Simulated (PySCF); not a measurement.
Si(I)(NH2) (H2INSi), SMILES N[Si]I (connectivity only; charge and spin as stated), neutral, multiplicity 1. Coordinates come from a B3LYP-D3(BJ)/def2-TZVP optimisation. The def2 effective core potentials stand for the cores of I; spin–orbit coupling is left out. The values are those of a single conformer.

The numbers are results of B3LYP-D3(BJ)/def2-TZVP run with PySCF 2.14.0, not measurements.

Harmonic wavenumbers (cm⁻¹): 200, 314, 492, 549, 765, 863, 1572, 3526, 3626. Rotational constants (GHz): 18.19, 2.044, 1.837; symmetry number 1.

Question: Work out the zero-point energy and the ideal-gas rigid-rotor harmonic-oscillator thermochemistry at 298.15 K and 1 atm.

Answer: ZPE = ½ Σ hcν = ½ × 11907 cm⁻¹ = 17.02 kcal/mol. H − E(el) = 20.36 kcal/mol. Entropy in cal/(mol K): translation 41.32, rotation 25.96, vibration 5.11, total 72.38. G − E(el) = -1.22 kcal/mol. Cp = 15.17 cal/(mol K).
